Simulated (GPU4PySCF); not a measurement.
pyrene (C16H10), SMILES c1cc2ccc3cccc4ccc(c1)c2c34. Coordinates come from a PBE-D3(BJ)/def2-TZVP optimisation.

Computed equilibrium geometry at PBE-D3(BJ)/def2-TZVP (GPU4PySCF confirms it by a frequency run) as bond lengths and angles, and its point group:
point group D2h.
Atoms: C1 C2 C3 C4 C5 C6 C7 C8 C9 C10 C11 C12 C13 C14 C15 C16 H17 H18 H19 H20 H21 H22 H23 H24 H25 H26. Bonds (Å): C1–C2 1.394, C1–C14 1.394, C1–H17 1.091, C2–C3 1.406, C2–H18 1.092, C3–C4 1.433, C3–C15 1.430, C4–C5 1.366, C4–H19 1.092, C5–C6 1.433, C5–H20 1.092, C6–C7 1.406, C6–C16 1.430, C7–C8 1.394, C7–H21 1.092, C8–C9 1.394, C8–H22 1.091, C9–C10 1.406, C9–H23 1.092, C10–C11 1.433, C10–C16 1.430, C11–C12 1.366, C11–H24 1.092, C12–C13 1.433, C12–H25 1.092, C13–C14 1.406, C13–C15 1.430, C14–H26 1.092, C15–C16 1.423. Angles (°): C2–C1–C14 120.6, C2–C1–H17 119.7, C14–C1–H17 119.7, C1–C2–C3 120.8, C1–C2–H18 120.2, C3–C2–H18 119.0, C2–C3–C4 122.4, C2–C3–C15 119.0, C4–C3–C15 118.6, C3–C4–C5 121.3, C3–C4–H19 118.3, C5–C4–H19 120.4, C4–C5–C6 121.3, C4–C5–H20 120.4, C6–C5–H20 118.3, C5–C6–C7 122.4, C5–C6–C16 118.6, C7–C6–C16 119.0, C6–C7–C8 120.8, C6–C7–H21 119.0, C8–C7–H21 120.2, C7–C8–C9 120.6, C7–C8–H22 119.7, C9–C8–H22 119.7, C8–C9–C10 120.8, C8–C9–H23 120.2, C10–C9–H23 119.0, C9–C10–C11 122.4, C9–C10–C16 119.0, C11–C10–C16 118.6, C10–C11–C12 121.3, C10–C11–H24 118.3, C12–C11–H24 120.4, C11–C12–C13 121.3, C11–C12–H25 120.4, C13–C12–H25 118.3, C12–C13–C14 122.4, C12–C13–C15 118.6, C14–C13–C15 119.0, C1–C14–C13 120.8, C1–C14–H26 120.2, C13–C14–H26 119.0, C3–C15–C13 119.9, C3–C15–C16 120.1, C13–C15–C16 120.1, C6–C16–C10 119.9, C6–C16–C15 120.1, C10–C16–C15 120.1.
Charge 0, spin multiplicity 1.
